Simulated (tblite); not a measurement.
Species: C6H10O2Si.
Structure used (GFN2-xTB), in Å, numbered top down from 1:
```xyz
19
C6H10O2Si angstrom
C      2.4980   -1.1541    0.7158
C      1.5305   -0.3465    0.2903
Si     1.2532    1.4885    0.6373
O     -0.0967    1.5664   -0.2930
C     -0.6590    0.3222   -0.5962
O     -1.6381   -0.0343    0.3332
C     -2.7519    0.8317    0.3500
C      0.4051   -0.7570   -0.5513
C      0.2738   -1.8925   -1.2250
H      3.2984   -0.7862    1.3345
H      2.5283   -2.2050    0.4732
H      0.9647    1.7671    2.0428
H      2.1926    2.4100    0.0145
H     -1.1077    0.4185   -1.6018
H     -3.4156    0.4570    1.1260
H     -2.4491    1.8571    0.5802
H     -3.2671    0.8196   -0.6180
H     -0.5945   -2.0913   -1.8289
H      1.0253   -2.6618   -1.1910
```

Computed values, GFN2-xTB/tblite, gas phase, harmonic and unscaled. The method is semi-empirical: single wavenumbers can be off by several per cent or more. Modes of hydrogen on silicon can be 10 to 20 % off. One conformer, not necessarily the lowest.

Harmonic wavenumbers (cm⁻¹): 32.4, 68.6, 112.9, 157.6, 183.7, 275.4, 298.7, 319.5, 364.9, 412.6, 468.6, 511.0, 548.9, 591.0, 637.2, 645.0, 673.3, 736.7, 754.6, 776.8, 808.0, 878.8, 885.2, 899.7, 941.9, 990.0, 1041.0, 1095.7, 1129.2, 1132.8, 1157.7, 1233.5, 1275.8, 1310.6, 1391.3, 1393.4, 1423.4, 1460.7, 1484.7, 1660.6, 1694.3, 2271.2, 2327.0, 2809.4, 2910.3, 2951.0, 3028.1, 3079.5, 3110.3, 3117.9, 3134.9.

A = 2012, B = 1274, C = 894.3 MHz; mass 142.045 u (most abundant isotopes); point group C1, symmetry number 1.

Task: What is the zero-point energy?

Result: Half the sum of the wavenumbers: 31299 cm⁻¹ = 89.49 kcal/mol.

Task: Entropy at 350 K, 1 bar (ideal gas, RRHO, classical rotation)?

Result: Translation 41.59, rotation 29.81, vibration 35.55: S = 106.9 cal/(mol K).

Task: And Cp and H(350 K) − H(0)?

Result: Cp = 46.35 cal/(mol K), of which vibrations give 38.40 (their classical limit is 51 R = 101.3); H(350 K) − H(0) = 9.36 kcal/mol without the zero-point energy, 6.57 from vibrations.

Task: Blend soft modes into free rotors: weight 1/[1 + (100 cm⁻¹/ν̃)⁴] for the oscillator and the rest for a rotor with moment μB/(μ + B), μ = h/(8π²ν), B = 10⁻⁴⁴ kg m². What vibrational entropy results?

Result: 32.51 cal/(mol K) in place of 35.55, which changes −T·S at 350 K by +1.07 kcal/mol.

Task: Which modes carry the vibrational entropy at 350 K?

Result: 32.4 cm⁻¹: 5.99; 68.6 cm⁻¹: 4.51; 112.9 cm⁻¹: 3.53; 157.6 cm⁻¹: 2.88; 183.7 cm⁻¹: 2.59; 275.4 cm⁻¹: 1.84 cal/(mol K); the other 45 give 14.20 together.

Hindered rotation and anharmonicity are outside this model. Other conformers, if any are populated, would add a mixing term that is left out. The structure is chiral; the term R ln 2 for an equal mix with its mirror image is left out.

The run took 1.3 s on one thread of an Arm Neoverse N1, no GPU, shared host. The figure is for the frequency step alone.
